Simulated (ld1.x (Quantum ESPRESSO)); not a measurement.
**What one change does to a pseudopotential (Te, TM)**

* Element: Te
* Generator: ld1.x (Quantum ESPRESSO) 7.5
* Type: norm-conserving Troullier–Martins (Kleinman–Bylander form)
* Functional: Wu–Cohen
* Relativity: scalar-relativistic
* Frozen core: [Kr]
* Valence charge: 16
* Reference configuration: 4d10 5s2 5p1 (charge +3)
* Partial waves: 5p (bound): rc 1.70 bohr; 4d (bound): rc 0.95 bohr; 5s (bound): rc 1.35 bohr
* Local potential: the s channel
* Core correction: none

All-electron outer shells of the reference configuration (Wu–Cohen, scalar-relativistic, ld1.x):

| shell | level (eV) | outermost node (bohr) | outermost maximum (bohr) |
| --- | --- | --- | --- |
| 4p | -145.20 | 0.38 | 0.74 |
| 4d | -72.33 | 0.36 | 0.81 |
| 5s | -42.86 | 0.91 | 1.73 |
| 5p | -31.71 | 0.99 | 1.99 |

Change: wave 5p (bound): rc 1.70 bohr becomes 5p (bound): rc 1.64 bohr.

Cutoffs: the cutoffs (Ry, on a coarse ladder) from which the occupation-weighted sum of valence levels, in a spherical-Bessel basis at the reference potential, stays within 10 and 1 mRy of its value at 400 Ry; they do not see the model core or the augmentation charge, which bear on the density cutoff. Errors are all-electron minus pseudo energies relative to the spin-unpolarised reference configuration.

What does the change do?

The potential gets neither clearly harder nor softer (140 Ry and 230 Ry → 140 Ry and 230 Ry); both files keep a bound ghost (p); of the 7 tests that both files solve, the error grows in 2 and shrinks in 0 by more than 15 % and 0.3 meV (median size 27.0 → 27.6 meV).

```csv
quantity,base,changed
"cutoff, loose",140 Ry,140 Ry
"cutoff, tight",230 Ry,230 Ry
loose cutoff by channel (10 mRy a level),"p 30 Ry, d 100 Ry, s 45 Ry","p 35 Ry, d 100 Ry, s 45 Ry"
bound ghosts,p,p
"error for 4d10 5s2 5p4, meV [ΔE -54.75 eV]",+37,+38
"error for 4d10 5s2 5p3, meV [ΔE -44.99 eV]",+27,+28
"error for 4d10 5s2 5p2, meV [ΔE -27.00 eV]",+13,+13
"error for 4d10 5s1 5p5, meV [ΔE -45.45 eV]",+17,+21
"error for 4d10 5s2 5p3.5, meV [ΔE -50.84 eV]",+33,+34
"error for 4d9 5s2 5p5, meV [ΔE -16.57 eV]",-458,-415
"error for 4d10 5s1 5p4, meV [ΔE -35.11 eV]",+14,+17
```

 A true bound ghost makes a file unfit for plane-wave use even where its test errors are small: the radial tests pick states by their node count and pass the ghost by.
